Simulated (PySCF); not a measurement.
**Two-component Hartree-Fock for Kr⁺ (krypton, charge +1)**

Start: [Ar] 3d10 4s2 4p5; 4p1/2 filled at m_j = +1/2; 4p3/2 filled at m_j = -3/2, -1/2, +1/2, +3/2. Calculated with PySCF 2.14 in x2c-TZVPall-2c with one added diffuse shell each of s, p, d type (7s8p5d1f, 63 functions): generalised Hartree-Fock with the X2C-1e Hamiltonian and a Gaussian nucleus; one run each with spin-orbit coupling (SO) screened by Boettger's factors, then bare. This is a chosen level, not necessarily the ground level.

```json
{"spinor shell": "1s1/2", "electrons": "2", "ε, screened SO (eV)": "-14416.6", "ε, bare SO (eV)": "-14416.5", "weight of nominal j (bare SO)": "1.000", "rms radius, bare SO (bohr)": "0.0478"}
{"spinor shell": "2s1/2", "electrons": "2", "ε, screened SO (eV)": "-1972.7", "ε, bare SO (eV)": "-1972.7", "weight of nominal j (bare SO)": "1.000", "rms radius, bare SO (bohr)": "0.199"}
{"spinor shell": "2p1/2", "electrons": "2", "ε, screened SO (eV)": "-1777.0", "ε, bare SO (eV)": "-1779.3", "weight of nominal j (bare SO)": "1.000", "rms radius, bare SO (bohr)": "0.174"}
{"spinor shell": "3s1/2", "electrons": "2", "ε, screened SO (eV)": "-317.40", "ε, bare SO (eV)": "-317.41", "weight of nominal j (bare SO)": "1.000", "rms radius, bare SO (bohr)": "0.565"}
{"spinor shell": "3p1/2", "electrons": "2", "ε, screened SO (eV)": "-246.44", "ε, bare SO (eV)": "-246.80", "weight of nominal j (bare SO)": "1.000", "rms radius, bare SO (bohr)": "0.575"}
{"spinor shell": "3p3/2", "electrons": "4", "ε, screened SO (eV)": "-238.28", "ε, bare SO (eV)": "-238.13", "weight of nominal j (bare SO)": "1.000", "rms radius, bare SO (bohr)": "0.585"}
{"spinor shell": "3d3/2", "electrons": "4", "ε, screened SO (eV)": "-114.79", "ε, bare SO (eV)": "-115.11", "weight of nominal j (bare SO)": "1.000", "rms radius, bare SO (bohr)": "0.608"}
{"spinor shell": "3d5/2", "electrons": "6", "ε, screened SO (eV)": "-113.53", "ε, bare SO (eV)": "-113.33", "weight of nominal j (bare SO)": "1.000", "rms radius, bare SO (bohr)": "0.614"}
{"spinor shell": "4s1/2", "electrons": "2", "ε, screened SO (eV)": "-42.773", "ε, bare SO (eV)": "-42.777", "weight of nominal j (bare SO)": "0.999", "rms radius, bare SO (bohr)": "1.67"}
{"spinor shell": "4p1/2", "electrons": "1", "ε, screened SO (eV)": "-26.423", "ε, bare SO (eV)": "-26.461", "weight of nominal j (bare SO)": "0.987", "rms radius, bare SO (bohr)": "1.93"}
{"spinor shell": "4p3/2", "electrons": "4", "ε, screened SO (eV)": "-24.576", "ε, bare SO (eV)": "-24.565", "weight of nominal j (bare SO)": "0.989", "rms radius, bare SO (bohr)": "1.99"}
```

Task: Where does 2p3/2 lie, and what is the 2p spin-orbit splitting (bare SO)?

Result: At -1721.6 eV, 57.713 eV above 2p1/2.

```json
{"quantity": "E (hartree)", "screened SO": "-2787.76299", "bare SO": "-2787.78308"}
{"quantity": "M_J", "screened SO": "1/2", "bare SO": "1/2"}
{"quantity": "⟨J²⟩", "screened SO": "0.859", "bare SO": "0.848"}
{"quantity": "⟨L²⟩", "screened SO": "2.024", "bare SO": "2.025"}
{"quantity": "⟨S²⟩", "screened SO": "0.761", "bare SO": "0.762"}
```

Each row is a mean over spinors that exchange with the open shell spreads, by up to 2.139 eV (4s1/2).

⟨J²⟩ departs a little from M_J(M_J + 1) because the unrestricted spinors polarise the closed shells.
